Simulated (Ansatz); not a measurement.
Relaxation of BF₂H₄N (8 atoms, charge 0, multiplicity 1), to a largest force component of 0.03 eV/Å in at most 50 steps.

These are results of RKS PBE/def2-SVP (Ansatz), not measurements.

```xyz
8
Properties=species:S:1:pos:R:3
B 0.080 -0.114 -0.114
H 0.026 -0.533 1.016
N 1.281 -0.180 -0.823
H 2.156 -0.473 -0.392
H 1.374 0.182 -1.774
F -1.059 0.261 -0.721
F 0.074 2.040 1.204
H -0.016 1.219 1.640
```

Problem. Where does it end, and by what steps?

Solution. The forces met the threshold. After 9 steps the energy has fallen by 0.049 eV; F7 moved furthest, 0.30 Å.

| step | energy less start (eV) | largest force component (eV/Å) | accepted |
| --- | --- | --- | --- |
| 0 | 0.0000 | 0.493 | yes |
| 1 | -0.0188 | 1.288 | yes |
| 2 | -0.0067 | 1.715 | no |
| 3 | -0.0429 | 0.355 | yes |
| 4 | -0.0465 | 0.157 | yes |
| 5 | -0.0483 | 0.192 | yes |
| 6 | -0.0488 | 0.122 | yes |
| 7 | -0.0487 | 0.075 | no |
| 8 | -0.0491 | 0.071 | yes |
| 9 | -0.0492 | 0.015 | yes |

```xyz
8
Properties=species:S:1:pos:R:3
B 0.051 -0.121 -0.175
H -0.014 -0.391 1.021
N 1.278 -0.176 -0.837
H 2.156 -0.364 -0.357
H 1.376 0.035 -1.832
F -1.087 0.146 -0.834
F 0.123 2.104 1.491
H 0.033 1.169 1.558
```

Time of the run: 20 s on 1 thread of Arm Neoverse V1 (shared host), peak memory 0.12 GiB.
